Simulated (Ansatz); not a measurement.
Mulliken charges of CH₆SiTe (`C[SiH2][TeH]`) from ωB97M-V/def2-TZVPP in Ansatz (PBE0-D4/def2-TZVP geometry).

```
atom   x (Å)   y (Å)   z (Å)  charge (e)
  C1  -0.794   0.726  -0.609      -0.423
 Si2   0.378  -0.687  -0.266       0.180
 Te3   1.980  -0.180   1.584      -0.085
  H4  -1.456   0.475  -1.442       0.123
  H5  -0.240   1.632  -0.862       0.130
  H6  -1.410   0.936   0.268       0.122
  H7   1.262  -0.952  -1.432      -0.022
  H8  -0.381  -1.924   0.053      -0.019
  H9   0.748  -0.073   2.689      -0.006
```

Task: By hand: the dipole of these point charges (1 e Å = 4.8032 D).

Result: Σ q r = (-0.172, 0.027, -0.167) e Å, of length 0.241 e Å = 1.16 D.

Task: How does the dipole of the full density compare? (Best estimate.)

Result: Ansatz gave: (-0.246, 0.098, -0.145) e Å, 1.45 D; the point charges give 0.80 times that, at 18° from its direction.

Point charges leave out the atoms' own dipoles, such as those of lone pairs, and Mulliken's split depends on the basis, so the two needn't agree.
